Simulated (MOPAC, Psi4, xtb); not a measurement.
Approach curve of the dimer C2H6O ··· COS (SMILES COC and O=C=S). Monomers: optimised at B3LYP-D3(BJ) (def2-TZVP), held rigid. Orientation: lowest of the rigid-body minima from ten starts at GFN2-xTB. Only R, the distance of the centres of mass, is varied, so the lowest point isn't the relaxed dimer.

Methods: AM1, restricted, heats of formation (MOPAC); PM7, restricted, heats of formation (MOPAC); GFN1-xTB (xtb); SAPT0/jun-cc-pVDZ, frozen core (Psi4).

Interaction energies in kJ/mol; the last columns give the difference from SAPT0:

```csv
R / Å,AM1,PM7,GFN1-xTB,SAPT0/jun-cc-pVDZ,AM1 − SAPT0/jun-cc-pVDZ,PM7 − SAPT0/jun-cc-pVDZ,GFN1-xTB − SAPT0/jun-cc-pVDZ
2.73,37.39,13.52,22.21,31.85,5.54,-18.33,-9.64
2.89,17.87,-0.59,3.38,8.33,9.55,-8.91,-4.95
3.11,6.38,-7.41,-6.91,-6.48,12.85,-0.93,-0.44
3.31,2.15,-8.78,-9.14,-10.73,12.88,1.96,1.59
3.53,-0.17,-8.80,-8.73,-11.01,10.84,2.21,2.28
3.70,-1.16,-8.52,-7.78,-9.97,8.81,1.46,2.19
3.99,-1.98,-7.79,-6.06,-7.65,5.66,-0.14,1.58
4.29,-2.13,-6.71,-4.60,-5.49,3.36,-1.22,0.89
4.80,-1.74,-4.49,-2.85,-3.05,1.30,-1.45,0.19
5.51,-1.08,-2.32,-1.45,-1.39,0.31,-0.93,-0.06
6.49,-0.55,-1.07,-0.59,-0.53,-0.02,-0.54,-0.06
7.84,-0.25,-0.40,-0.19,-0.16,-0.08,-0.23,-0.03
```

AM1 is furthest from SAPT0/jun-cc-pVDZ at 3.31 (12.88 kJ/mol, above); its mean absolute difference over the points is 5.93 kJ/mol.

PM7 is furthest from SAPT0/jun-cc-pVDZ at 2.73 (-18.33 kJ/mol, below); its mean absolute difference over the points is 3.19 kJ/mol.

GFN1-xTB is furthest from SAPT0/jun-cc-pVDZ at 2.73 (-9.64 kJ/mol, below); its mean absolute difference over the points is 1.99 kJ/mol.
